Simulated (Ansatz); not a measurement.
Calculated with Ansatz (gas phase, PBE0-D4/def2-TZVP geometries, no zero-point term in ΔE). CCSD(T)/CBS adds triple-zeta CCSD(T) − MP2 to the extrapolated MP2 energy (def2 sets, frozen cores). This one scheme is used for every species. DFT in def2-TZVPP. B3LYP here is the variant with VWN-RPA as its local correlation; programs differ in this. HSE06 is defined as in plane-wave codes. For Br outer-core shells are correlated without core-valence functions, which leaves a few kJ/mol of doubt a bond. Scalar relativity is left out up to krypton. Each species was taken in one conformer, which may not be the lowest.

Consider the ligand exchange at the Al–Cl bond: `[OH][Al]([F])[Cl]` + HBr → `[OH][Al]([F])[Br]` + HCl.

```csv
level,ΔE (kJ/mol),difference from CCSD(T)/CBS
LDA (SPW92),1.0,1.7
revPBE-D4,1.0,1.7
BLYP-D4,3.4,4.1
r2SCAN-D4,1.5,2.2
B97M-V,5.2,5.9
PBE0-D4,-0.5,0.2
B3LYP-D4,2.2,2.9
r2SCANh-D4,1.1,1.8
r2SCAN0-D4,0.4,1.1
HSE06-D4,-0.6,0.1
BHLYP-D4,0.7,1.4
CAM-B3LYP-D4,3.0,3.7
ωB97M-V,1.3,2.0
B2PLYP,1.9,2.6
PBE,0.9,1.6
revPBE,1.0,1.7
BLYP,4.2,4.9
PBE0,0.0,0.7
B3LYP,3.1,3.8
r2SCANh,1.2,1.9
r2SCAN0,0.6,1.3
HSE06,-0.1,0.6
BHLYP,2.1,2.8
LC-ωPBE,1.1,1.8
RPA@PBE/def2-TZVPP,1.0,1.7
HF/def2-SVP,5.0,5.7
MP2/def2-SVP,2.4,3.1
CCSD/def2-SVP,4.3,5.0
CCSD(T)/def2-SVP,4.2,4.9
HF/def2-TZVPP,0.7,1.4
MP2/def2-TZVPP,-0.5,0.2
SCS-MP2/def2-TZVPP,0.4,1.1
CCSD/def2-TZVPP,0.5,1.2
CCSD(T)/def2-TZVPP,0.4,1.1
HF/def2-QZVPP,1.1,1.8
MP2/def2-QZVPP,-1.0,-0.3
SCS-MP2/def2-QZVPP,0.3,1.0
CCSD/def2-QZVPP,0.9,1.6
HF/CBS(def2),1.2,1.9
CCSD/CBS(def2),-0.6,0.1
CCSD(T)/CBS,-0.7,0
```

Largest T1 diagnostic among the species: 0.011.

At CCSD(T), def2-SVP lies +4.9 kJ/mol from the extrapolated value and def2-TZVPP +1.1 kJ/mol. Leaving LDA and LC-ωPBE aside and taking each functional with its dispersion term where it has one, the values, not all of them listed here, spread over 6.1 kJ/mol, from PBE-QIDH to B97M-V.
